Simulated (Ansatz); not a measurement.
Coupled-cluster run, H$_{7}$NSi$_{3}$ (`[SiH]N([SiH3])[SiH3]`).

```yaml
crystal:
  periodic: [false, false, false]
  atoms:
    - {symbol: Si, position_ang: [-0.615592, 2.091452, 0.008784]}
    - {symbol: N, position_ang: [-0.054011, 0.455326, 0.101155]}
    - {symbol: Si, position_ang: [1.073201, -0.040836, 1.341718]}
    - {symbol: Si, position_ang: [-0.636630, -0.705717, -1.078237]}
    - {symbol: H, position_ang: [-1.510640, 1.841003, -1.222523]}
    - {symbol: H, position_ang: [1.373940, 1.146918, 2.179003]}
    - {symbol: H, position_ang: [2.321851, -0.560345, 0.725759]}
    - {symbol: H, position_ang: [0.479679, -1.117182, 2.176914]}
    - {symbol: H, position_ang: [-2.109783, -0.848683, -0.987453]}
    - {symbol: H, position_ang: [-0.249913, -0.296471, -2.450056]}
    - {symbol: H, position_ang: [-0.006702, -2.022466, -0.774465]}
basis:
  gaussian: {orbitals: def2-TZVPP}
correlation: {method: ccsd_t}
output: {orbitals: {seedname: orbitals}}
```

```sh
$ ansatz run in.yaml --threads 2 --pin off --events-out ev --progress --plain --max-ram 32768MiB --backend cuda --devices 0, --max-vram 18GiB
```

The program prints (abridged):

```
Functional definition: HF
1449 factors; integrals over basis functions are off by at most 8.1e-4 eV
mean field evaluation 1: about -25177.2487 eV, gradient 3.8e1 eV
mean field evaluation 2: about -25177.5297 eV, gradient 3.9e1 eV
mean field evaluation 4: about -25181.3476 eV, gradient 4.6e0 eV
mean field evaluation 8: about -25181.4392 eV, gradient 1.5e-1 eV
mean field -25181.43938315 eV, -925.4008287379 hartree, gradient 2.7e-6 eV, S^2 0.000000; 0 other end points of the search recorded, 0 dependent functions left out; unrestricted orbitals would lower it
16 core orbitals not correlated: weight in the atoms' cores, before any rotation towards them, 1.000 or more for the frozen orbitals, at most 0.000 for the correlated occupied ones
reference -25181.43938315 eV, -925.4008287379 hartree; 12, 12 occupied and 227, 227 virtual orbitals, 1449 factors
second order -15.46607394 eV of doubles, -0.00000000 eV of singles
cycle   1  -16.42119862 eV  change   -9.6e-1 eV  update   1.1e-1
cycle   2  -17.01079118 eV  change   -5.9e-1 eV  update   3.6e-2
cycle   3  -17.12258793 eV  change   -1.1e-1 eV  update   1.8e-2
cycle   4  -17.10956729 eV  change    1.3e-2 eV  update   5.1e-3
cycle   5  -17.10885788 eV  change    7.1e-4 eV  update   2.4e-3
cycle   6  -17.10883317 eV  change    2.5e-5 eV  update   7.4e-4
cycle   7  -17.10865662 eV  change    1.8e-4 eV  update   3.1e-4
cycle   8  -17.10878265 eV  change   -1.3e-4 eV  update   1.2e-4
cycle   9  -17.10879962 eV  change   -1.7e-5 eV  update   4.1e-5
cycle  10  -17.10876915 eV  change    3.0e-5 eV  update   1.6e-5
cycle  11  -17.10877512 eV  change   -6.0e-6 eV  update   6.5e-6
perturbative correction -0.66900956 eV, -0.0245856480 hartree
Total energy: -25199.21716782 eV, -926.0541502747 hartree
```

Hardware: 2 threads of an AMD EPYC 7R13 on a shared host and a share of an NVIDIA H100 80 GB. Wall time 6 s, peak host memory 0.77 GiB.

MP2 recovers 87.0 % of the CCSD(T) correlation energy and the triples give 3.8 %; T1 = 0.0142.
